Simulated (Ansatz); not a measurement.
Relaxation of CHBrClN (5 atoms, charge 0, multiplicity 1), to a largest force component of 0.02 eV/Å in at most 40 steps.

Level of theory: Ansatz 0.2.0, RKS PBE0-D4/def2-SVP.

```xyz
5
Properties=species:S:1:pos:R:3:forces:R:3
N 0.851 0.224 0.686 -4.67 3.44 -2.93
C -0.208 0.213 -0.127 4.52 0.18 3.30
Cl -1.059 1.636 -0.584 0.25 -0.68 0.13
Br -0.680 -1.452 -0.804 -1.02 -0.51 -0.83
H 1.145 -0.695 0.788 0.92 -2.42 0.33
```

Task: Where does it end, and by what steps?

Result: It converged. After 7 steps the energy has fallen by 0.484 eV; Br4 moved furthest, 0.17 Å.

```json
{"step": "0", "energy less start (eV)": "0.0000", "largest force component (eV/Å)": "4.671", "accepted": "yes"}
{"step": "1", "energy less start (eV)": "-0.3805", "largest force component (eV/Å)": "2.255", "accepted": "yes"}
{"step": "2", "energy less start (eV)": "-0.4302", "largest force component (eV/Å)": "1.453", "accepted": "yes"}
{"step": "3", "energy less start (eV)": "-0.4749", "largest force component (eV/Å)": "0.470", "accepted": "yes"}
{"step": "4", "energy less start (eV)": "-0.4834", "largest force component (eV/Å)": "0.062", "accepted": "yes"}
{"step": "5", "energy less start (eV)": "-0.4836", "largest force component (eV/Å)": "0.051", "accepted": "yes"}
{"step": "6", "energy less start (eV)": "-0.4836", "largest force component (eV/Å)": "0.032", "accepted": "yes"}
{"step": "7", "energy less start (eV)": "-0.4837", "largest force component (eV/Å)": "0.001", "accepted": "yes"}
```

```xyz
5
Properties=species:S:1:pos:R:3
N 0.818 0.258 0.673
C -0.150 0.178 -0.104
Cl -1.045 1.568 -0.586
Br -0.823 -1.433 -0.894
H 1.251 -0.645 0.870
```

Whether the end is a true minimum wasn't checked by a vibrational analysis.

Time of the run: 21 s on 1 thread of Arm Neoverse V2 (shared host), peak memory 0.16 GiB.
